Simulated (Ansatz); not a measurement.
CH6GeN2O, SMILES `N=[C](O)[GeH2][NH2]` at its PBE0-D4/def2-TZVP geometry, where that method's forces vanish. Total charge 0; spin multiplicity 1.

```xyz
11

N     0.8952    0.5069    1.9702
C     0.2753   -0.1471    1.0847
O    -0.6683   -1.0348    1.4530
Ge    0.4875   -0.0509   -0.8893
N    -1.0745    0.2488   -1.8025
H     1.5728    1.1449    1.5645
H    -0.7065   -1.0127    2.4228
H     1.0667   -1.3800   -1.3916
H     1.4326    1.1339   -1.1439
H    -1.5457    1.1041   -1.5410
H    -1.7352   -0.5130   -1.7271
```

(1) What forces (eV/Å) does r2SCAN-D4/def2-TZVPP give on these atoms in Ansatz? (Estimate.)

Results:

(1) The calculation gave: 
```
N1   0.153  0.169  0.307
C2   0.092  0.054 -0.301
O3  -0.236 -0.226 -0.016
Ge4  0.085 -0.026  0.012
N5   0.007  0.006 -0.122
H6   0.021  0.018 -0.021
H7   0.000  0.005  0.078
H8  -0.027  0.048  0.002
H9  -0.048 -0.050  0.006
H10 -0.022  0.006  0.030
H11 -0.025 -0.005  0.026
```
